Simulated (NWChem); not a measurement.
C$_{2}$H$_{4}$Cl$_{2}$; SMILES CC(Cl)Cl

All runs: NWChem. Pople sets run with spherical d functions. Each level has its own optimisation. Entropies are gas-phase, rigid-rotor, harmonic values for NWChem's default masses at 298.15 K and 1 bar, so the errors hold that model's part too (torsions, anharmonicity).

Measured entropy at 1 bar: 72.9 cal/(mol K) (CRC Handbook, as tabulated in the package chemicals).

```
level                                 entropy at 1 bar (cal/(mol K))  computed − measured
------------------------------------  ------------------------------  -------------------
Hartree-Fock/STO-3G                                             71.8                 -1.1
Hartree-Fock/3-21G                                              72.3                 -0.6
Hartree-Fock/6-31G*                                              [?]                  [?]
B3LYP/6-31G*                                                    72.5                 -0.4
LDA (Slater exchange, VWN5)/def2-SVP                            72.5                 -0.4
PBE/def2-SVP                                                    72.7                 -0.2
BLYP/def2-SVP                                                   73.0                 +0.1
PBE0/def2-SVP                                                    [?]                  [?]
```

Problem. Complete the blanks.

Solution. 
- PBE0/def2-SVP, entropy at 1 bar (cal/(mol K)): 72.2
- PBE0/def2-SVP, computed − measured: -0.7
- Hartree-Fock/6-31G*, entropy at 1 bar (cal/(mol K)): 71.6
- Hartree-Fock/6-31G*, computed − measured: -1.3
